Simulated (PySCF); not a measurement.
C2H6BF2N, SMILES CNB(F)CF. Geometry: PBE-D3(BJ)/def2-SVP. The structure was generated by enumeration, and PubChem lists no compound with its InChIKey, so it may never have been made. Other conformers were not sampled.

Level of theory: PBE-D3(BJ)/def2-SVP (PySCF 2.14.0).

Harmonic wavenumbers (cm⁻¹): 105, 146, 152, 163, 241, 401, 454, 546, 658, 741, 854, 1026, 1060, 1093, 1104, 1186, 1193, 1294, 1368, 1399, 1409, 1420, 1427, 1553, 2940, 2947, 2984, 3011, 3079, 3514. Rotational constants (GHz): 4.982, 2.378, 1.644; symmetry number 1.

Q: Work out the zero-point energy and the ideal-gas rigid-rotor harmonic-oscillator thermochemistry at 298.15 K and 1 atm.

A: ZPE = ½ Σ hcν = ½ × 39469 cm⁻¹ = 236.08 kJ/mol. H − E(el) = 257.51 kJ/mol. Entropy in J/(mol K): translation 165.26, rotation 113.82, vibration 69.53, total 348.61. G − E(el) = 153.58 kJ/mol. Cp = 108.58 J/(mol K). Modes under 150 cm⁻¹ make the vibrational entropy uncertain.
